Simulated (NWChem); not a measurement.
System: BNH4, triplet; SMILES of the neutral closed-shell parent BN

Here is an NWChem input.

```
start job
memory heap 200 mb stack 900 mb global 1100 mb
geometry units angstroms noautoz
  B     -0.166267    -0.814769     0.000000
  N     -0.021402     0.634290     0.000000
  H      0.434655    -1.348204    -0.944268
  H      0.434655    -1.348204     0.944268
  H      0.876924     1.121174     0.000000
  H     -0.805225     1.281103     0.000000
end
basis spherical
  * library aug-cc-pvdz
end
dft
  odft
  mult 3
  xc hfexch
  iterations 150
  mulliken
end
task dft energy
```

In the optimisation the excess spin sits in a' and a" (Cs, its own frame). Geometry: optimised at B3LYP/6-31G* (spherical d), spin-unrestricted. This spin state was assumed; another may lie lower. No stability test was run on the SCF state.

Problem. Predict the main results of this run. (UHF/aug-cc-pVDZ.) Quantities: basis functions; energy (Ha); highest occupied level (eV); lowest empty minus highest occupied level, either spin (eV); dipole (D); <S²>.

Solution. 
```json
{
 "number_of_basis_functions": "82",
 "energy (Ha)": "-81.35",
 "highest occupied level (eV)": "-7.46",
 "lowest empty minus highest occupied level, either spin (eV)": "7.73",
 "dipole (D)": "4.79",
 "<S²>": "2.02"
}
```
